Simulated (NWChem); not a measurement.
# C₂H₂O₃Si; SMILES O=C1OC(=O)[SiH2]1

```xyz
8

O     -2.2430     0.0000    -0.6586
C     -1.1151     0.0000    -0.2746
O      0.0000     0.0000    -1.1566
C      1.1151     0.0000    -0.2746
O      2.2430     0.0000    -0.6586
Si     0.0000     0.0000     1.3070
H      0.0000     1.2309     2.1294
H      0.0000    -1.2309     2.1294
```
Atoms are numbered in this order, from 1.

Level: B3LYP/6-31G* (spherical d) (NWChem), optimised geometry, unscaled harmonic frequencies. 

Task: List the harmonic frequencies with IR intensities, and the thermochemistry.

Result: 
| frequency (cm⁻¹) | IR intensity (km/mol) |
|---|---|
| 135 | 1.5 |
| 339 | 9.3 |
| 343 | 30.7 |
| 386 | 0.4 |
| 401 | 0.0 |
| 546 | 1.6 |
| 632 | 5.0 |
| 637 | 0.1 |
| 679 | 6.0 |
| 685 | 0.0 |
| 781 | 18.2 |
| 845 | 404.2 |
| 934 | 123.7 |
| 1120 | 139.1 |
| 1870 | 560.6 |
| 1955 | 73.5 |
| 2282 | 52.7 |
| 2307 | 88.7 |

```
Quantity                                                                            Value
-----------------------------------------------------------------------  ----------------
zero-point energy                                                           24.1 kcal/mol
thermal correction to the enthalpy at 298.15 K (with zero-point energy)     28.4 kcal/mol
heat capacity Cv                                                         20.8 cal/(mol K)
entropy at 298.15 K and 1 atm (symmetry number 2)                        75.2 cal/(mol K)
dipole moment                                                                      3.77 D
```

Rigid rotor and harmonic oscillator.
